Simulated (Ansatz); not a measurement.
Consider the formal exchange of groups at a Zn–C bond: `[OH][Zn][CH2]Cl` + `COC(F)[SeH]` → `[OH][Zn][SeH]` + `COC(F)CCl`.

Isolated molecules relaxed with PBE0-D4/def2-TZVP in Ansatz; ΔE leaves out vibrations. CCSD(T)/CBS is the MP2 limit (def2-TZVPP, def2-QZVPP) plus CCSD(T) − MP2 in def2-TZVPP, frozen cores. DFT in def2-TZVPP. For Se, Zn outer-core shells are correlated without core-valence functions, which leaves a few kJ/mol of doubt a bond. Scalar relativity is left out up to krypton. Each species was taken in one conformer, which may not be the lowest.

CCSD(T)/CBS gives -1.72 eV.

Problem. Another level gave -1.63 eV. Which?
A. HF/def2-TZVPP
B. PBE-D4/def2-TZVPP
C. SCS-MP2/def2-TZVPP
D. ωB97X-V/def2-TZVPP

Solution. C. SCS-MP2/def2-TZVPP -1.63, PBE-D4 -1.52, ωB97X-V -1.67, HF/def2-TZVPP -2.00 eV.

Largest T1 diagnostic among the species: 0.015.

In def2-TZVPP, CCSD(T) changes the Hartree–Fock value by +0.36 eV (the triples alone add +0.05 eV) and MP2 by +0.38 eV. From PBE to PBE0 (25 % exact exchange), in def2-TZVPP and without D4, ΔE moves by −0.15 eV.
